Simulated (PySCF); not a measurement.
Si(H)2(Cl)(NMe2) (C2H8ClNSi), SMILES CN(C)[SiH2]Cl.

The structure is a stationary point at ωB97X-D3(BJ)/def2-SVP. The values are those of a single conformer.

All values below come from ωB97X-D3(BJ)/def2-SVP in PySCF.

Frequencies are harmonic and unscaled.

Estimate the vibrational spectrum. (An estimate is asked for; the answer gives what the named calculation found.)


```tsv
mode	ν (cm⁻¹)	IR (km/mol)	moving atoms (share of kinetic energy)
1	58	0.6	C 42 %, H 26 %, Cl 18 %, Si 12 %
2	87	3.0	H 32 %, Cl 29 %, C 23 %, Si 9 %
3	209	0.1	H 98 %
4	210	1.2	H 77 %, Cl 9 %
5	285	0.0	H 38 %, C 35 %, N 15 %, Si 12 %
6	321	10.3	N 57 %, H 25 %, Cl 10 %
7	373	4.8	C 35 %, H 34 %, Si 23 %
8	536	85.5	Si 48 %, Cl 43 %
9	633	45.6	H 72 %, Si 22 %
10	706	28.9	C 37 %, Si 30 %, H 22 %, N 9 %
11	791	1.0	H 97 %
12	925	300.4	H 88 %, Si 11 %
13	942	117.7	H 94 %
14	1045	97.5	H 44 %, C 33 %, N 20 %
15	1099	3.0	H 75 %, C 24 %
16	1122	0.7	H 81 %, C 19 %
17	1178	3.1	H 70 %, C 19 %, N 11 %
18	1273	95.1	N 61 %, C 28 %, H 11 %
19	1344	72.2	N 44 %, H 34 %, C 21 %
20	1445	1.4	H 85 %, C 15 %
21	1465	1.1	H 97 %
22	1471	9.4	H 90 %, C 10 %
23	1475	16.0	H 89 %, C 11 %
24	1493	18.1	H 96 %
25	1514	11.8	H 93 %
26	2293	86.9	H 98 %
27	2300	129.7	H 95 %
28	3017	46.0	H 97 %
29	3021	77.8	H 97 %
30	3091	72.5	H 91 %, C 9 %
31	3097	1.2	H 91 %, C 9 %
32	3153	9.7	H 91 %, C 9 %
33	3154	21.9	H 91 %, C 9 %
```
